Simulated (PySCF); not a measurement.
# Radial density of Ag (silver, neutral)

B2PLYP, [Kr] 4d10 5p1, 2P determinant (an excited configuration). Computed with PySCF 2.14 in aug-cc-pwCVDZ-PP with ECP28MDF, with a scalar-relativistic core potential. This is the valence pseudo-density: the core potential removes the inner electrons and smooths the orbitals near the nucleus.

```tsv
r (bohr)	4πr²ρ (e/bohr)	4πr²(ρα − ρβ)
0.0201	1.454e-05	0.0000
0.0338	3.703e-05	0.0000
0.0568	9.534e-05	0.0000
0.0955	0.0004929	0.0000
0.161	0.006225	0.0000
0.270	0.1094	0.0000
0.454	2.524	0.0012
0.764	16.78	0.0040
1.29	11.98	-0.0150
2.16	2.252	0.1048
3.64	0.3695	0.2224
6.12	0.1281	0.1272
10.3	0.01216	0.0122
17.3	0.0001315	0.0001
```

Energies and moments cover only the electrons outside the core potential.

Task: Where is the radial spin density 4πr²(ρα − ρβ) most negative, and why is it negative at all?

Result: Around r = 1.29 bohr, down to -0.0150 e/bohr: exchange with the open shell polarises the paired shells in an unrestricted calculation.
